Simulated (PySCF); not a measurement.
## Two-component Hartree-Fock for Kr³⁺ (krypton, charge +3)

Start: [Ar] 3d10 4s2 4p3; 4p3/2 filled at m_j = -1/2, +1/2, +3/2. Calculated with PySCF 2.14 in x2c-TZVPall-2c: generalised Hartree-Fock with the X2C-1e Hamiltonian and a Gaussian nucleus; one run each with spin-orbit coupling (SO) switched off, then screened by Boettger's factors. This is a chosen level, not necessarily the ground level.

| spinor shell | electrons | ε, spin-free (eV) | ε, screened SO (eV) | weight of nominal j (screened SO) | rms radius, screened SO (bohr) |
| --- | --- | --- | --- | --- | --- |
| 1s1/2 | 2 | -14445.9 | -14445.4 | 1.000 | 0.0478 |
| 2s1/2 | 2 | -2001.3 | -2001.1 | 1.000 | 0.199 |
| 2p1/2 | 2 | -1768.7 | -1805.6 | 1.000 | 0.174 |
| 2p3/2 | 4 | -1768.7 | -1751.0 | 1.000 | 0.178 |
| 3s1/2 | 2 | -345.50 | -345.45 | 1.000 | 0.564 |
| 3p1/2 | 2 | -268.87 | -274.67 | 0.994 | 0.574 |
| 3p3/2 | 4 | -268.87 | -266.05 | 0.997 | 0.584 |
| 3d3/2 | 4 | -142.07 | -142.93 | 0.951 | 0.608 |
| 4s1/2 | 2 | -66.141 | -66.127 | 1.000 | 1.59 |
| 4p3/2 | 3 | -51.175 | -51.174 | 0.613 | 1.77 |

Question: Where does 3d5/2 lie, and what is the 3d spin-orbit splitting (screened SO)?

Answer: At -141.44 eV, 1.495 eV above 3d3/2.

```tsv
quantity	spin-free	screened SO
E (hartree)	-2785.49633	-2785.66654
M_J	3/2	3/2
⟨J²⟩	3.751	3.751
⟨L²⟩	0.000	0.034
⟨S²⟩	3.751	3.708
```

Each row is a mean over spinors that exchange with the open shell spreads, by up to 10.545 eV (4s1/2).

Rows whose weight is well below 1 are mixtures of j = l ± 1/2: exchange outweighs spin-orbit coupling there, and the label is only the starting occupation.

Without spin-orbit coupling the j labels of p, d and f shells carry no meaning; the spin-free column gives the mean over the occupied spinors of each nl shell.
